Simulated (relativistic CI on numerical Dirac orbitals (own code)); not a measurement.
## One change at a time: Gd30+

Base calculation: Dirac-Coulomb-Breit CI, separate exchange-only KLI orbitals for each configuration, a model potential for QED, unscaled Slater integrals.

CI space (outside the closed core [Ar] 3d10): 4s2.4p4, 4s.4p5, 4s2.4p3.4d, 4p6, 4s.4p4.4d, 4s2.4p3.4f, 4s.4p4.4f, 4p5.4d, 4s.4p3.4d2, 4s2.4p2.4d.4f, 4p5.4f, 4p4.4d2, 4p3.4d3, 4p3.4d2.4f. Double excitations out of closed p, d and f shells are left out; levels of such configurations are missing from the list, as are those of other unlisted configurations, and high levels can miss mixing partners.

The lowest level and the first level of each name with at least 55 % of one term (blank where a level has no safe partner in the second run):

| Level | Base (cm⁻¹) | Shift (cm⁻¹) |
| --- | --- | --- |
| 4s2.4p4 3P_2 | 0 | 0 |
| 4s2.4p4 1S_0 | 65079 | -4696 |
| 4s2.4p4 3P_1 | 328692 | +1247 |
| 4s2.4p4 1D_2 | 360063 | +3132 |
| 4s2.4p4 3P_0 | 718053 | +2111 |
| 4s.4p5 3P°_2 | 891405 | +6111 |
| 4s2.4p3.4d 3D°_1 | 1141833 | +14102 |
| 4s2.4p3.4d 3G°_5 | 1365154 | +10636 |
| 4p6 1S_0 | 1903833 |  |
| 4s.4p4.4d 5F_5 | 1918662 |  |
| 4s.4p4.4d 3P_0 | 1936430 |  |
| 4s.4p4.4d 3D_1 | 1960287 |  |

At this charge energies of transitions that change n are usually good to better than 1 %, and those within a shell (Δn = 0) to a few per cent.

**Question.** One thing was changed in a second run, which moved the levels as shown. Which?
A. Breit term removed
B. QED terms removed
C. valence Slater integrals scaled by 0.9
D. configuration mixing switched off
E. only the first 3 configurations

**Answer.** E. Only the first 3 configurations. With fewer configurations the levels that remain lose their mixing partners.

LS names give the leading component of a level, which can be under half, so a name can repeat, a term be missing and a line seem to break the LS rules.
